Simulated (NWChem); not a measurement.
System: LiCl; SMILES [Li][Cl]

Input file for NWChem:

```
start job
memory heap 200 mb stack 900 mb global 1100 mb
geometry units angstroms
  Li     0.000000     0.000000    -1.686673
  Cl     0.000000     0.000000     0.317050
end
basis spherical
  Li library 3-21g
  Cl library 3-21g
end
dft
  xc xpbe96 cpbe96
  iterations 150
end
driver
  maxiter 120
end
task dft optimize
task dft freq
```

The level has its own optimisation; frequencies are unscaled.

### Question
What results follow from this input? (PBE/3-21G.) Quantities: basis functions; r Cl–Li (Å); highest harmonic frequency (cm⁻¹); zero-point energy (kcal/mol); dipole (D).

### Answer
```json
{
  "number_of_basis_functions": "22",
  "r Cl–Li (Å)": "2.096",
  "highest harmonic frequency (cm⁻¹)": "622",
  "zero-point energy (kcal/mol)": "0.9",
  "dipole (D)": "7.21"
}
```
